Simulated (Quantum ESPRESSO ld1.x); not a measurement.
The numbers below are computed, except where a source is named.
Q: Radial electron density D(r) = 4 pi r^2 rho(r) of an atom or ion with 47 electrons. Level of theory: Dirac Kohn-Sham, PBEsol, spin-unpolarised, spherical densities, point nucleus (ld1.x of Quantum ESPRESSO 7.5).

r (bohr)  D(r) (e/bohr)
0.001436          2.373
0.001658          3.045
0.001915          3.896
0.002211          4.966
0.002574          6.385
0.002973          8.060
0.003434          10.12
0.003965          12.61
0.004616          15.78
0.005331          19.34
0.006157          23.46
0.007168          28.40
0.008278          33.55
0.00956           39.02
0.01104           44.56
0.01285           50.15
0.01484           54.78
0.01714           58.31
0.0198            60.37
0.02305           60.70
0.02662           59.35
0.03074           56.86
0.0355            54.11
0.04133           52.24
0.04773           52.66
0.05513           55.90
0.06417           62.04
0.07411           68.89
0.08559           74.31
0.09885           75.89
0.1151            72.12
0.1329            64.52
0.1535            56.29
0.1773            51.30
0.2064            51.91
0.2383            56.57
0.2752            60.65
0.3204            59.14
0.37              50.49
0.4274            37.57
0.4935            25.52
0.5746            18.17
0.6636            16.75
0.7663            18.04
0.885             18.79
1.03              17.24
1.19              13.93
1.374             10.12
1.587             6.816
1.848             4.288
2.134             2.715
2.464             1.707
2.869             1.031
3.313            0.6207
3.826            0.3555
4.419            0.1898
5.144           0.08876
5.941           0.03855
6.861           0.01457
7.924          0.004642
9.224          0.001112
10.65         0.0002256

What is the nuclear charge?

A: Z = 47. The innermost maximum, from 1s, lies near gamma/Z bohr with gamma = sqrt(1 - (Z/c)^2) = 0.939, here 0.02 bohr (found: 0.0220), and its height grows with Z. The density is that of neutral silver in [Kr] 4d10 5s1; the configuration itself is not fixed sharply by these data, and Z only to a few units. D(r) has 4 maxima, at r = 0.0220, 0.0965, 0.289, 0.871 bohr, and minima at 0.0434, 0.187, 0.648 bohr, inside which lie 2.04, 11.13, 29.04 electrons.
